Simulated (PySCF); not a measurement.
Frontier orbitals and the lowest excitations

C4H5N3O.
Z-matrix (Å and degrees, GFN2-xTB geometry), rows numbered from 1:
```
C 
O   1  1.4189
C   2  1.3199  1  116.66
N   3  1.3412  2  115.60  1  -179.93
C   4  1.3133  3  115.43  2  -180.00
C   5  1.3986  4  120.57  3     0.01
N   6  1.3181  5  120.28  4    -0.02
N   7  1.2998  6  119.68  5     0.01
H   1  1.0876  2  105.59  3   179.89
H   1  1.0917  2  110.70  3   -60.40
H   1  1.0917  2  110.70  3    60.18
H   5  1.0818  4  116.61  3  -179.98
H   6  1.0783  5  123.21  4   179.98
```

Method: TDDFT CAM-B3LYP/def2-SVPD, vertical, gas phase, core orbitals frozen in the response (PySCF).

Kohn–Sham orbitals with the atoms that hold most of them (Löwdin shares over 4%, at most four atoms; ? is withheld):

| orbital | ε (eV) | atoms |
| --- | --- | --- |
| LUMO+2 | 1.31 | C5 20%, C6 16%, C1 15%, C3 11% |
| LUMO+1 | 0.29 | C3 21%, C6 20%, C5 16%, N8 11% |
| LUMO | -0.94 | ? |
| HOMO | -8.33 | ? |
| HOMO-1 | -9.18 | O2 26%, C6 19%, N8 16%, N7 9% |
| HOMO-2 | -10.85 | N4 54%, N7 17%, C3 8%, C5 7% |
| HOMO-3 | -11.26 | N4 22%, C5 22%, N8 12%, O2 9% |

Give the leading atoms of the HOMO.

N7 (bonded to C and N) 31%; N8 (bonded to C and N) 31%; N4 (bonded to 2 C) 14%; C6 (bonded to C, N and H) 7%. By element: nitrogen 76%, carbon 7% or more.

Give the leading atoms of the LUMO.

N7 (bonded to C and N) 25%; N4 (bonded to 2 C) 22%; C5 (bonded to C, N and H) 19%; N8 (bonded to C and N) 16%. By element: nitrogen 62%, carbon 19% or more.

The HOMO–LUMO gap is 7.40 eV. Where does the response calculation put the lowest singlet, and from which orbitals?

S1 is at 3.21 eV (f = 0.0045), 4.19 eV below the gap, made of HOMO→LUMO (99%). Without the coupling terms of the response equations the lowest excitation would equal the gap.

Give energy, strength and leading configuration of S1, S2, S3, S4, S6 and S8, and follow the Löwdin shares of the leading atoms from the occupied to the empty orbital.

- S1 (3.21 eV, f 0.0045), HOMO→LUMO (99%): N7 31% → 25%, N8 31% → 16%, N4 14% → 22%
- S2 (4.54 eV, f 0.0001), HOMO→LUMO+1 (98%): N7 31% → at most 11%, N8 31% → 11%, C3 at most 8% → 21%, C6 7% → 20%
- S3 (5.10 eV, f 0.078), HOMO-1→LUMO (94%): O2 26% → at most 16%, C6 19% → at most 16%, N7 9% → 25%, N4 at most 9% → 22%
- S4 (5.70 eV, f 0.0002), HOMO-2→LUMO (94%): N4 54% → 22%, N7 17% → 25%
- S6 (6.49 eV, f 0.184), HOMO-1→LUMO+1 (87%): O2 26% → at most 11%, C6 19% → 20%, C3 at most 9% → 21%
- S8 (7.06 eV, f 0.0004), HOMO-2→LUMO+1 (97%): N4 54% → at most 11%, N7 17% → at most 11%, C3 8% → 21%, C6 at most 8% → 20%

Löwdin shares depend on the basis, the more so with diffuse functions.

On one thread, Arm Neoverse V1 (aarch64) (shared host), this took 37 s and 0.91 GiB of memory at its peak.

One conformer stands for the species.
